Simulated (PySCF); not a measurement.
# Exercise with solution: chemical shift, span and skew from a shielding tensor

C2H5ClGeO, SMILES [CH2]1O[CH2][GeH]1[Cl]. Atoms are numbered in the order given.

```xyz
10

Cl    -2.0632    -0.4762     0.0000
Ge    -0.1025     0.4866     0.0000
C      1.3144    -0.3265     1.1470
O      2.1644    -0.4358     0.0000
C      1.3144    -0.3265    -1.1470
H     -0.3573     2.0092     0.0000
H      1.7945     0.2698     1.9385
H      1.0172    -1.3099     1.5560
H      1.0172    -1.3099    -1.5560
H      1.7945     0.2698    -1.9385
```

Geometry optimised at B3LYP-D3(BJ)/def2-SVP. The structure was generated by enumeration, and PubChem lists no compound with its InChIKey, so it may never have been made.

GIAO shieldings from HF/pcSseg-1 (PySCF), non-relativistic, no solvent. The symmetric part of the tensor of C3 has the principal values 55.7, 113.5, 179.4 ppm. The same nucleus in TMS has σ = 192.6 ppm at this level (PySCF, at its B3LYP-D3(BJ)/def2-TZVP geometry). Without spin–orbit terms, shifts of atoms bonded to Cl or Br come out too high.

Question: Work out the isotropic shielding, the ¹³C shift against TMS, the span and the skew.

Answer: 
σ(iso) = (σ11 + σ22 + σ33)/3 = 116.2 ppm. δ = σ(ref) − σ(iso) = 192.6 − (116.2) = 76.4 ppm.
Span Ω = σ33 − σ11 = 123.7 ppm. Skew κ = 3(σ(iso) − σ22)/Ω = 0.07. Tumbling in solution averages the tensor to δ; in a static solid the shielding alone would spread this spin-1/2 line over Ω.
